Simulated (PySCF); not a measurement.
PySCF job for TaF₂, SMILES [F][Ta][F] (connectivity only; charge and spin as stated), neutral, multiplicity 4, IEF-PCM-ωB97X/def2-SVP. Coordinates come from a B3LYP-D3(BJ)/def2-TZVP optimisation. The spin state was assumed, not searched. The def2 effective core potentials stand for the cores of Ta; spin–orbit coupling is left out.

```python
import numpy as np
from pyscf import gto, scf, dft
from pyscf.solvent import pcm

mol = gto.M(
    atom='''
    Ta    0.00000000    0.00000000    0.00000000
    F     0.00000000    0.00000000   -1.89161715
    F     0.00000000    0.00000000    1.89161715
    ''',
    basis='def2-SVP',
    ecp={'Ta': 'def2-svp'},
    charge=0,
    spin=3,
    max_memory=1600,
    verbose=3,
)
mf = dft.UKS(mol, xc='wb97x').density_fit(auxbasis='def2-universal-jkfit')
mf.grids.level = 3
mf.conv_tol = 1e-9
mf.max_cycle = 100
mf.kernel()
fine, coarse = mf.grids, dft.Grids(mol).set(level=1).build(with_non0tab=True)
for _ in range(3):  # follow internal instabilities
    mf.grids = coarse
    mo, _, stable, _ = mf.stability(return_status=True, nroots=4)
    mf.grids = fine
    if stable:
        break
    mf.kernel(mf.make_rdm1(mo, mf.mo_occ))
res = {}
for name, eps in {'water': 78.355, 'acetonitrile': 35.688, 'cyclohexanone': 15.619}.items():
    s = mf.PCM()
    s.with_solvent.method, s.with_solvent.eps, s.with_solvent.lebedev_order = 'IEF-PCM', eps, 29
    s.kernel(mf.make_rdm1())
    res[name] = (s.e_tot, eps, s.dip_moment(), s.mo_energy, s.converged)
    print(f'{name}: electrostatic solvation free energy {(s.e_tot - mf.e_tot) * 627.509474:.3f} kcal/mol')
```

It prints:

```

WARN: HOMO -0.40305030596925 >= LUMO -0.478814897359559

converged SCF energy = -256.537218494761  <S^2> = 3.7516506  2S+1 = 4.0008252
<class 'pyscf.df.df_jk.DFUKS'> wavefunction is stable in the internal stability analysis

WARN: PCM is an experimental feature. It is still in testing.
Features and APIs may be changed in the future.

converged SCF energy = -256.546091269311  <S^2> = 3.7515505  2S+1 = 4.0007752
Dipole moment(X, Y, Z, Debye): -0.00000,  0.00000,  0.00000
water: electrostatic solvation free energy -5.568 kcal/mol

WARN: PCM is an experimental feature. It is still in testing.
Features and APIs may be changed in the future.

converged SCF energy = -256.545888536788  <S^2> = 3.7515527  2S+1 = 4.0007763
Dipole moment(X, Y, Z, Debye):  0.00000,  0.00000,  0.00000
acetonitrile: electrostatic solvation free energy -5.441 kcal/mol

WARN: PCM is an experimental feature. It is still in testing.
Features and APIs may be changed in the future.

converged SCF energy = -256.545422028326  <S^2> = 3.7515575  2S+1 = 4.0007787
Dipole moment(X, Y, Z, Debye): -0.00000, -0.00000, -0.00000
cyclohexanone: electrostatic solvation free energy -5.148 kcal/mol
```

The calculation finished and met its thresholds.

Cost: around 22 core-seconds (rough).
